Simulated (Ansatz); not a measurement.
This geometry of C2H6GeS (10 atoms, charge 0, multiplicity 1) is a first-order saddle point.

These are results of RKS PBE0-D4/def2-SVP in Ansatz, not measurements.

```xyz
10
Properties=species:S:1:pos:R:3
S -1.998 0.384 -0.702
C -0.273 0.525 -0.181
C 0.726 -0.492 -0.715
Ge 0.527 -0.583 1.222
H -2.224 1.703 -0.872
H 0.077 1.562 -0.190
H 1.646 -0.106 -1.168
H 0.297 -1.330 -1.277
H -0.301 -1.738 1.771
H 1.605 0.023 2.116
```

Problem. Which two structures does it join? (They come from a converged band through this point; their orientation in space is the band's.)

Solution. No bond is made or broken. The dihedral H5–S1–C2–H6 goes from -79 to 76°.

First end point:

```xyz
10
Properties=species:S:1:pos:R:3
S -1.724 0.442 -1.187
C -0.098 0.589 -0.442
C 0.801 -0.632 -0.630
Ge 0.335 -0.331 1.230
H -2.417 1.151 -0.269
H 0.392 1.554 -0.619
H 1.828 -0.441 -0.958
H 0.347 -1.502 -1.118
H -0.758 -1.187 1.853
H 1.378 0.307 2.142
```

Last end point:

```xyz
10
Properties=species:S:1:pos:R:3
S -1.970 0.664 -0.386
C -0.205 0.676 -0.121
C 0.636 -0.485 -0.644
Ge 0.486 -0.490 1.291
H -1.960 0.817 -1.735
H 0.259 1.667 -0.189
H 1.600 -0.230 -1.098
H 0.094 -1.271 -1.180
H -0.501 -1.446 1.944
H 1.646 0.047 2.121
```

Problem. How far does it lie above each of them?

Solution. 14.8 kJ/mol above the first and 19.0 kJ/mol above the second. This is the barrier of this one path; another mechanism may lie lower.

The run took 2.4 min on 2 threads of Arm Neoverse V1, with other jobs on the host, peak memory 0.23 GiB.
